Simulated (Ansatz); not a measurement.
These are PBE0-D4/def2-TZVP (Ansatz, a quantum-chemistry and plane-wave program) values and carry that method's errors. No frequencies were computed at this level.

Ansatz 0.2 input:
```yaml
crystal:
  periodic: [false, false, false]
  atoms:
    - { symbol: Cl, position_ang: [-0.890991, 1.49832, -0.000581] }
    - { symbol: B, position_ang: [-0.040488, -0.000227, 0.000065] }
    - { symbol: Cl, position_ang: [-0.90903, -1.488365, -0.001382] }
    - { symbol: Br, position_ang: [1.840509, -0.009729, 0.001897] }
basis:
  gaussian: { orbitals: def2-tzvp }
hamiltonian:
  xc: pbe0
  dispersion: d4
relax:
  max_steps: 150
```

Output:

```
Functional definition: PBE0
1118 factors; their error is unknown
mean field evaluation 1: about -95753.8276 eV, gradient 1.4e1 eV
mean field evaluation 2: about -95753.7816 eV, gradient 1.5e1 eV
mean field evaluation 4: about -95754.3047 eV, gradient 6.9e-1 eV
mean field evaluation 8: about -95754.8171 eV, gradient 4.2e-1 eV
mean field evaluation 16: about -95754.8172 eV, gradient 3.3e-5 eV
mean field -95754.81720045 eV, -3518.9246271704 hartree, gradient 3.3e-5 eV, S^2 0.000000; 0 other end points of the search recorded, 0 dependent functions left out
reference -95754.81722535 eV, -3518.9246280855 hartree; 37, 37 occupied and 116, 116 virtual orbitals, 1118 factors
relax step   1: F+E_penalty+E_count = -95754.94234554 eV  Δ(F+E_penalty+E_count) = +0.000e0 eV  max|allowed force component| = 4.724e-1 eV/Å  Δτ_max = 0.0000 Å  (25 SCF iters, accepted)
these checks for a lower state are left out or cut short: starts, cluster_reference, orbital_swaps, neighbouring_geometries, increment
1118 factors; their error is unknown
mean field -95754.82528048 eV, -3518.9249241058 hartree, gradient 2.7e-5 eV, S^2 0.000000; 0 other end points of the search recorded, 0 dependent functions left out
reference -95754.82530542 eV, -3518.9249250226 hartree; 37, 37 occupied and 116, 116 virtual orbitals, 1118 factors
relax step   2: F+E_penalty+E_count = -95754.95007905 eV  Δ(F+E_penalty+E_count) = -7.734e-3 eV  max|allowed force component| = 1.422e-1 eV/Å  Δτ_max = 0.0131 Å  (30 SCF iters, accepted)
these checks for a lower state are left out or cut short: starts, cluster_reference, orbital_swaps, neighbouring_geometries, increment
1118 factors; their error is unknown
mean field -95754.82640532 eV, -3518.9249654429 hartree, gradient 2.7e-5 eV, S^2 0.000000; 0 other end points of the search recorded, 0 dependent functions left out
reference -95754.82643029 eV, -3518.9249663606 hartree; 37, 37 occupied and 116, 116 virtual orbitals, 1118 factors
relax step   3: F+E_penalty+E_count = -95754.95100453 eV  Δ(F+E_penalty+E_count) = -9.255e-4 eV  max|allowed force component| = 6.654e-2 eV/Å  Δτ_max = 0.0081 Å  (30 SCF iters, accepted)
these checks for a lower state are left out or cut short: starts, cluster_reference, orbital_swaps, neighbouring_geometries, increment
1118 factors; their error is unknown
mean field evaluation 32: about -95754.3151 eV, gradient 1.0e-3 eV
mean field -95754.82673436 eV, -3518.9249775348 hartree, gradient 2.7e-5 eV, S^2 0.000000; 0 other end points of the search recorded, 0 dependent functions left out
reference -95754.82675933 eV, -3518.9249784525 hartree; 37, 37 occupied and 116, 116 virtual orbitals, 1118 factors
relax step   4: F+E_penalty+E_count = -95754.95133192 eV  Δ(F+E_penalty+E_count) = -3.274e-4 eV  max|allowed force component| = 8.535e-4 eV/Å  Δτ_max = 0.0072 Å  (30 SCF iters, accepted)
1118 factors; their error is unknown
mean field -95754.82673436 eV, -3518.9249775348 hartree, gradient 2.7e-5 eV, S^2 0.000000; 1 other end points of the search recorded, 0 dependent functions left out
reference -95754.82675933 eV, -3518.9249784525 hartree; 37, 37 occupied and 116, 116 virtual orbitals, 1118 factors
Total energy: -95754.95135689 eV, -3518.9295573287 hartree
Atom 0 at    -0.899526     1.508463    -0.000371 Å, force    -0.000133     0.000244     0.000293 eV/Å
Atom 1 at    -0.042567     0.000244     0.000058 Å, force     0.000085    -0.000111    -0.000854 eV/Å
Atom 2 at    -0.916599    -1.498153    -0.001176 Å, force    -0.000081    -0.000138     0.000293 eV/Å
Atom 3 at     1.858692    -0.010555     0.001488 Å, force     0.000128     0.000004     0.000267 eV/Å
Dipole moment:    -0.009537     0.000060     0.000012 e Å
```

Cost: roughly 40 core-seconds.
